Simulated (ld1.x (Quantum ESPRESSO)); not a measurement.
**An all-electron radial function and its pseudo partner (S)**

Columns: radius, all-electron u(r) and pseudo u(r) of the 3p shell (level -7.02 eV) of sulfur in the configuration [Ne] 3s2 3p4; PBE, non-relativistic, PAW scheme, ld1.x (Quantum ESPRESSO) 7.5.

```tsv
r (bohr)	all-electron	pseudo
0.078	0.1154	-0.0041
0.155	0.2564	-0.0160
0.232	0.3247	-0.0356
0.310	0.3183	-0.0632
0.388	0.2571	-0.0981
0.465	0.1644	-0.1392
0.542	0.0559	-0.1862
0.620	-0.0584	-0.2388
0.698	-0.1695	-0.2952
0.775	-0.2715	-0.3533
0.852	-0.3635	-0.4122
0.930	-0.4453	-0.4709
1.008	-0.5156	-0.5269
1.085	-0.5741	-0.5778
1.162	-0.6220	-0.6226
1.240	-0.6604	-0.6604
1.318	-0.6894	-0.6894
1.395	-0.7097	-0.7097
1.472	-0.7228	-0.7228
1.550	-0.7295	-0.7295
1.628	-0.7306	-0.7306
1.705	-0.7271	-0.7271
1.782	-0.7196	-0.7196
1.860	-0.7087	-0.7087
1.938	-0.6950	-0.6950
2.015	-0.6794	-0.6794
```

Q: How many radial nodes do the two functions have?

A: The all-electron 3p function has n − l − 1 = 1; the pseudo-wave has 0, since the states of the same l below it are removed with the core.

Q: At about which radius was the pseudo-wave matched?

A: 1.25 bohr, where the columns begin to agree (steps of 0.08 bohr).

Q: Where does each function peak?

A: Outermost all-electron maximum near 1.63 bohr, pseudo maximum near 1.63 bohr (to the table’s step).

Q: Is the pseudo-wave norm-conserving?

A: No, it belongs to a PAW set: the norm inside the radius is not constrained, and the difference is carried by the augmentation charge.
